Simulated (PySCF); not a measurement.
These are PBE-D3(BJ)/def2-TZVP // PBE-D3(BJ)/def2-SVP run with PySCF 2.14.0 values and carry that method's errors. All species are isolated molecules in the gas phase. One relaxed conformer stands for a flexible species; it need not be the lowest. 

Reference species: [Nb(OH)2(NH2)3] (neutral, multiplicity 1).

| Item | Result |
|---|---|
| LUMO | -2.01 eV |
| HOMO | -4.97 eV |

Changed species: [Nb(OH)(NH2)4] (4 of 5 OH replaced by NH2; the reference has 3 of 5 OH replaced by NH2).

Problem. Predict the effect on the LUMO and HOMO.

Solution. the LUMO goes up by 0.32 eV, to -1.69 eV; the HOMO decreases by 0.50 eV, to -5.47 eV.
